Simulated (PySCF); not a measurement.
C5H10. Atoms are numbered in the order given.

```xyz
15

C     -0.0788     2.1101     0.0000
C     -0.6770     0.7347     0.0000
C     -0.0422    -0.4507     0.0000
C      1.4548    -0.6206     0.0000
C     -0.8163    -1.7446     0.0000
H     -0.4101     2.6845     0.8833
H      1.0201     2.1043     0.0000
H     -0.4101     2.6845    -0.8833
H     -1.7743     0.7095     0.0000
H      1.7796    -1.1985     0.8835
H      1.7796    -1.1985    -0.8835
H      2.0020     0.3311     0.0000
H     -1.9032    -1.5755     0.0000
H     -0.5637    -2.3575     0.8839
H     -0.5637    -2.3575    -0.8839
```

Coordinates come from a B3LYP-D3(BJ)/def2-SVP optimisation.

Method: TDDFT-LC-ωPBE/def2-SVPD (PySCF).

Vertical excitations. The molecule is in vacuum. State labels are in the subgroup Cs.

Computed UV-visible absorptions:
```tsv
state	symmetry	energy (eV)	λ (nm)	f	main pairs
S1	A"	7.16	173	0.000	HOMO→LUMO 83 %
S2	A'	7.27	170	0.546	HOMO→LUMO+1 96 %
S3	A"	8.15	152	0.007	HOMO→LUMO+3 58 %, HOMO→LUMO+2 19 %, HOMO→LUMO+4 10 %
S4	A"	8.22	151	0.001	HOMO→LUMO+2 73 %, HOMO→LUMO+3 11 %
S5	A"	8.55	145	0.000	HOMO−1→LUMO+1 89 %
S6	A"	8.91	139	0.025	HOMO→LUMO+5 76 %
S7	A"	9.18	135	0.007	HOMO→LUMO+4 70 %, HOMO→LUMO+3 14 %
S8	A"	9.25	134	0.000	HOMO−2→LUMO+1 88 %
S9	A'	9.65	129	0.096	HOMO→LUMO+8 50 %, HOMO→LUMO+7 31 %, HOMO→LUMO+10 9 %
S10	A"	9.89	125	0.071	HOMO→LUMO+6 85 %
T1	A'	4.11	302	0	HOMO→LUMO+1 89 %
T2	A"	7.00	177	0	HOMO→LUMO 81 %
T3	A"	8.02	155	0	HOMO→LUMO+3 41 %, HOMO−1→LUMO+1 30 %, HOMO→LUMO+4 10 %, HOMO→LUMO+5 6 %
T4	A"	8.08	153	0	HOMO→LUMO+2 82 %
```
Triplets are in the Tamm–Dancoff approximation, which puts them higher than full response would, so one can lie above its singlet here.
